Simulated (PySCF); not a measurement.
Ionisation energy of Rh by level of theory

Rh [Kr] 4d8 5s1 (4F) → Rh⁺ [Kr] 4d8 (3F), as a difference of total energies. Calculation: PySCF 2.14, in def2-SVP with the def2 core potential (28 electrons); scalar relativity through the core potential. Correlated levels: valence: 4s2 4p6 frozen. The calculations carry no spin-orbit coupling.

```
           method  ionisation energy (eV)
              UHF                   6.307
           M06-2X                   7.269
              LDA                   8.192
    MP2 (valence)                   6.909
SCS-MP2 (valence)                   6.772
```

Errors of the correlated levels include the incompleteness of this basis and the frozen core.

**Question.** Which method comes closest to the reference value, and which is furthest?

**Answer.** The reference is 7.479 eV (measured; NIST levels, between the centres of gravity of the two terms). Closest: M06-2X (error -0.210 eV); furthest: UHF (error -1.172 eV).
